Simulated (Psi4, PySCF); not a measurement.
The Psi4 input:
```
memory 2 GB

molecule {
0 2
  C     2.20591404   -0.44031400   -0.45736849
  C     1.09196265    0.41268942   -0.33583232
  O     0.74406726    1.18356321   -1.23663528
  C     0.33877984    0.38585523    0.98522440
  C    -1.05395983   -0.24932639    0.79482052
  C    -1.93197516    0.63147546   -0.08384838
  C    -0.94128819   -1.65817365    0.21568997
  H     2.84814120   -0.34666925   -1.31626420
  H     2.53069654   -1.06534200    0.35393873
  H     0.20910406    1.41361474    1.32870449
  H     0.90023319   -0.17200020    1.73410466
  H    -1.50758209   -0.31944056    1.79155030
  H    -2.87003799    0.13169946   -0.31408151
  H    -2.15062661    1.57484584    0.41159759
  H    -1.41826622    0.85243457   -1.01942306
  H    -0.56382848   -1.62273750   -0.80360340
  H    -0.26927935   -2.27087201    0.81307424
  H    -1.91769218   -2.13727504    0.20137047
}

set basis sto-3g
set reference uhf
set freeze_core true
set mp2_type conv
set scf_type pk
set puream true
set d_convergence 1e-8

energy('ccsd(t)')
print_variables()
```

### Question
Write the same job for PySCF.

### Answer
One answer among several that fit: 
```python
from pyscf import gto, scf, cc

mol = gto.M(
    atom='''
C     2.205914   -0.440314   -0.457368
C     1.091963    0.412689   -0.335832
O     0.744067    1.183563   -1.236635
C     0.338780    0.385855    0.985224
C    -1.053960   -0.249326    0.794821
C    -1.931975    0.631475   -0.083848
C    -0.941288   -1.658174    0.215690
H     2.848141   -0.346669   -1.316264
H     2.530697   -1.065342    0.353939
H     0.209104    1.413615    1.328704
H     0.900233   -0.172000    1.734105
H    -1.507582   -0.319441    1.791550
H    -2.870038    0.131699   -0.314082
H    -2.150627    1.574846    0.411598
H    -1.418266    0.852435   -1.019423
H    -0.563828   -1.622737   -0.803603
H    -0.269279   -2.270872    0.813074
H    -1.917692   -2.137275    0.201370
''',
    basis='sto-3g',
    charge=0,
    spin=1,
    verbose=4,
)

mf = scf.UHF(mol)
mf.kernel()

mycc = cc.CCSD(mf, frozen=7)
mycc.kernel()
et = mycc.ccsd_t()
print('E(CCSD(T)) = %.10f' % (mycc.e_tot + et))
```

Both were run: Psi4 gave -305.091223 Eh and PySCF -305.091223 Eh, 0.000 mEh apart.
